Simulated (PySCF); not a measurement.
**Correlation energy of Si²⁺ (silicon, charge +2)**

[Ne] 3s2, closed-shell 1S. All numbers are calculated (PySCF 2.14, no relativity, point nucleus, in aug-cc-pV(D+d)Z). Frozen: [Ne]; 2 electrons correlated.

Total MP2 correlation energy: -29.15 mhartree.

Same-spin part 0.00 and opposite-spin part -29.15 mhartree; SCS-MP2 scales them by 1/3 and 6/5 to -34.98 mhartree.

With two correlated electrons CCSD is exact within the correlated space (frozen core and kept virtual orbitals).

```csv
level,correlation energy (mhartree)
CCSD,-43.79
```

Diagnostics: T1 = 0.0055, D1 = 0.0077, largest double amplitude 0.118.

Problem. Is a single reference adequate?

Solution. Mostly. T1 lies below 0.03, but a double amplitude of this size points to a near-degeneracy that CCSD handles and MP2 describes poorly.
